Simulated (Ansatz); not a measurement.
The cluster Si2Se, relaxed as a triplet with UKS PBE-D4/def2-TZVP in Ansatz, starting from the PBE-D4/def2-TZVP geometry of the neutral singlet. Force threshold 0.02 eV/Å.

At PBE-D4/def2-TZVP a singlet of charge 0 lies 0.75 eV below the triplet, each at its own geometry. The structure comes from a short search, and lower isomers may exist.

Start:

```xyz
3

Si   -0.979    0.308    0.911
Si    0.899   -1.023    0.173
Se    0.080    0.715   -1.084
```

| step | energy (eV) | largest force component (eV/Å) | SCF passes |
| --- | --- | --- | --- |
| 1 | -81086.3475 | 1.025 | 17 |
| 2 | -81086.4347 | 0.231 | 22 |
| 3 | -81086.4422 | 0.057 | 23 |
| 4 | -81086.4426 | 0.003 | 24 |

Force components are those of the run's own axes.

End:

```
atom    x (Å)    y (Å)    z (Å)
 Si1  -0.9368   0.2560   0.9246
 Si2   0.8518  -1.0118   0.2208
 Se3   0.0850   0.7558  -1.1453
```

By distances, no bond broke or formed. The bond that changes most is Si1–Si2, from 2.42 to 2.30 Å (atoms count from 1).

No frequencies were taken in this run, so the end may be a saddle point.

It took 3.1 s on 4 threads of Arm Neoverse V2 on a shared host.
